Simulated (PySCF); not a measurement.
Species: C7H5FO2.
SMILES with atom numbers: `[O:1]=[CH:2][O:3][c:4]1[cH:5][cH:6][cH:7][cH:8][c:9]1[F:10]` (hydrogens: H11 on C2; H12 on C5; H13 on C6; H14 on C7; H15 on C8)

Computed by this run: PySCF 2.14.0, PBE0-D3(BJ)/def2-SVP geometry optimisation, gas phase; density fitting, grid level 1; the optimiser is geomeTRIC in internal coordinates, started from a GFN2-xTB structure with every atom displaced at random (about 0.01 Å).

The end geometry, which sets the zero of energy:
```
atom  x, y, z in Å
O1      3.3428    0.7588    1.8149
C2      3.6183    0.4014    0.7143
O3      2.7330    0.0767   -0.2530
C4      1.3912    0.2240    0.0225
C5      0.5657   -0.8926    0.0523
C6     -0.8011   -0.7406    0.2796
C7     -1.3366    0.5297    0.4842
C8     -0.5105    1.6526    0.4557
C9      0.8473    1.4940    0.2216
F10     1.6473    2.5524    0.1731
H11     4.6403    0.2668    0.3066
H12     1.0144   -1.8746   -0.1082
H13    -1.4471   -1.6203    0.3005
H14    -2.4061    0.6527    0.6672
H15    -0.9005    2.6602    0.6104
```

**Question.** These geometries come from the run, each turned onto the end geometry. Order them by energy, lowest first.
A.
```
atom  x, y, z in Å
O1      3.3536    0.7432    1.8257
C2      3.6137    0.4060    0.7150
O3      2.7364    0.0867   -0.2595
C4      1.3899    0.2246    0.0208
C5      0.5680   -0.8938    0.0523
C6     -0.7980   -0.7396    0.2815
C7     -1.3363    0.5309    0.4835
C8     -0.5137    1.6561    0.4541
C9      0.8448    1.4929    0.2197
F10     1.6439    2.5500    0.1711
H11     4.6342    0.2635    0.3055
H12     1.0171   -1.8754   -0.1066
H13    -1.4449   -1.6187    0.3056
H14    -2.4065    0.6510    0.6654
H15    -0.9039    2.6638    0.6076
```
B.
```
atom  x, y, z in Å
O1      3.3789    0.7460    1.8352
C2      3.6127    0.4081    0.7186
O3      2.7370    0.0877   -0.2574
C4      1.3885    0.2230    0.0217
C5      0.5673   -0.8954    0.0522
C6     -0.7988   -0.7389    0.2800
C7     -1.3382    0.5316    0.4816
C8     -0.5163    1.6569    0.4533
C9      0.8426    1.4907    0.2201
F10     1.6418    2.5468    0.1724
H11     4.6280    0.2632    0.2982
H12     1.0160   -1.8774   -0.1063
H13    -1.4462   -1.6175    0.3035
H14    -2.4086    0.6512    0.6622
H15    -0.9061    2.6651    0.6064
```
C.
```
atom  x, y, z in Å
O1      3.3787    0.7872    1.8087
C2      3.6100    0.4194    0.7064
O3      2.7292    0.0461   -0.2405
C4      1.4228    0.2128    0.0225
C5      0.5531   -0.9027    0.0408
C6     -0.8042   -0.7300    0.2718
C7     -1.3204    0.5254    0.4833
C8     -0.4925    1.6458    0.4516
C9      0.8428    1.4816    0.2444
F10     1.6397    2.5535    0.1761
H11     4.6233    0.2886    0.3119
H12     0.9895   -1.8727   -0.0981
H13    -1.4706   -1.5908    0.2812
H14    -2.4032    0.6524    0.6710
H15    -0.8998    2.6245    0.6105
```

**Answer.** A (0.004 eV), B (0.013 eV), C (0.120 eV).

In the order of the answer:

```
step  E above end (eV)  largest force (eV/Å)  rms force component (eV/Å)  rms distance from end (Å)  rms bond change (Å)  bond most changed (Å)
   3             0.004                  0.35                       0.082                      0.008                0.001           O3–C4 +0.005
   2             0.013                  0.63                       0.146                      0.013                0.002           O3–C4 +0.006
   0             0.120                  2.70                       0.658                      0.028                0.017           O3–C4 -0.035
```

What follows is the cost of the whole optimisation. On Arm Neoverse V1, one thread, shared host, this took 2.1 min of wall time and 0.67 GiB of memory at its peak.
